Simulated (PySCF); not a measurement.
dihydroxy(methoxymethyl)silane (C₂H₈O₃Si), SMILES COC[SiH](O)O.

Coordinates come from a B3LYP-D3(BJ)/def2-SVP optimisation. One conformer was computed; it need not be the lowest.

Two levels are set side by side: TDDFT-PBE/def2-SVPD (PySCF) and TDDFT-B3LYP/def2-SVPD (PySCF). Vertical, same geometry. The lowest singlet is HOMO→LUMO 99 % with PBE and HOMO→LUMO 83 %, HOMO→LUMO+1 15 % with the other functional; states are paired by order. Differences are taken from unrounded values.

```
quantity                              TDDFT-B3LYP
------------------------------------  -----------
lowest singlet excitation (eV)               6.71
lowest triplet excitation (TDA) (eV)         6.49
```

### Question
What does TDDFT-PBE give, and how far is it from TDDFT-B3LYP? (An estimate is asked for; the answer gives what the named calculation found.)

### Answer

```csv
quantity,TDDFT-PBE,TDDFT-PBE minus TDDFT-B3LYP
lowest singlet excitation (eV),5.82,-0.89
lowest triplet excitation (TDA) (eV),5.69,-0.80
```

Functionals without exact exchange tend to place singlet excitations lower, as here. Differences between two approximate levels are no errors against the true value.

Rough cost on one machine, each run with all the roots and properties that it gave: TDDFT-B3LYP against TDDFT-PBE about 3 times.
